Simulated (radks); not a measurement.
Q: The table gives one normalised radial function P(r) = r R(r) of Mg4+ in [He] 2s1.5 2p4 3d0.5 (r in bohr). All-electron calculation, non-relativistic Kohn-Sham, TASK exchange with Perdew-Wang LDA correlation, spin-polarised, spherical densities, point nucleus; open shells are filled with parallel spins first; meta-GGA in the generalised Kohn-Sham scheme. Program: a radial shooting solver on a logarithmic mesh with Libxc functionals.

| r | P |
|---|---|
| 0.004173 | 0.0861 |
| 0.005305 | 0.1080 |
| 0.00669 | 0.1339 |
| 0.008505 | 0.1665 |
| 0.01073 | 0.2043 |
| 0.01363 | 0.2506 |
| 0.01733 | 0.3042 |
| 0.02186 | 0.3624 |
| 0.02779 | 0.4271 |
| 0.03533 | 0.4920 |
| 0.04455 | 0.5483 |
| 0.05664 | 0.5888 |
| 0.07142 | 0.5967 |
| 0.0908 | 0.5537 |
| 0.1154 | 0.4386 |
| 0.1456 | 0.2437 |
| 0.1851 | -0.0436 |
| 0.2352 | -0.3995 |
| 0.2967 | -0.7680 |
| 0.3771 | -1.0949 |
| 0.4756 | -1.2751 |
| 0.6046 | -1.2652 |
| 0.7686 | -1.0598 |
| 0.9694 | -0.7465 |
| 1.232 | -0.4167 |
| 1.554 | -0.1830 |
| 1.976 | -0.0566 |
| 2.511 | -0.0117 |
| 3.167 | -0.0016 |
| 4.026 | -0.0001 |
| 5.119 | 0.0000 |
| 6.455 | 0.0000 |

Which n and l does it have? It may be an empty orbital.

A: n = 2, l = 0: the number of nodes gives n - l - 1 = 1, the rise at small r (about r^(l+1)) gives l, and the extent must fit the shell. The curve is that of 2s down; the table hardly tells the two spins apart. 2s down: eigenvalue -167.66 eV, 1 radial node at r = 0.179 bohr, <r> = 0.649 bohr, 90 % of the charge inside 1.01 bohr.
